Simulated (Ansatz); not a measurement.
Harmonic frequencies (cm⁻¹) at PBE0-D4/def2-TZVP from Ansatz: 26, 81, 199, 222, 253, 354, 446, 467, 527, 563, 899, 983, 1086, 1128, 1239, 1345, 1400, 1469, 1495, 1868, 3041, 3051, 3115, 3134.

Each molecule was computed in one conformer, which needn't be the lowest.

(1) Which molecule is it?
A. `C[CH2][In]([F])[F]`
B. `C#CCC`
C. `B1CCO1`
D. `C[CH](F)[InH][F]`

## Answers

(1) D.
